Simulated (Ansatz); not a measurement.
This singlet lies 0.69 eV below the relaxed triplet at the level frozen-core CCSD(T)/aug-cc-pVTZ // B3LYP-D3(BJ)/def2-SVPD (Ansatz, an electronic-structure program).

Cartesian coordinates (Å):
```xyz
3

B     -0.0919     0.5522     0.0000
F      1.0905    -0.2112     0.0000
H     -0.9986    -0.3410     0.0000
```
Charge -1, spin multiplicity 1.

Level of theory: frozen-core CCSD(T)/aug-cc-pVTZ // B3LYP-D3(BJ)/def2-SVPD (Ansatz). The restricted HF reference is unstable towards unrestricted orbitals.

```yaml
HF energy: -124.69707 Ha
MP2 correlation energy: -0.37433 Ha
```

Task: Estimate the CCSD correlation energy, the (T) correction, the total energy and the T1 diagnostic.

Result: 
| Item | Value |
|---|---|
| CCSD correlation energy | -0.38811 Ha |
| (T) correction | -0.01387 Ha |
| CCSD(T) total energy | -125.09905 Ha |
| T1 diagnostic | 0.015 |
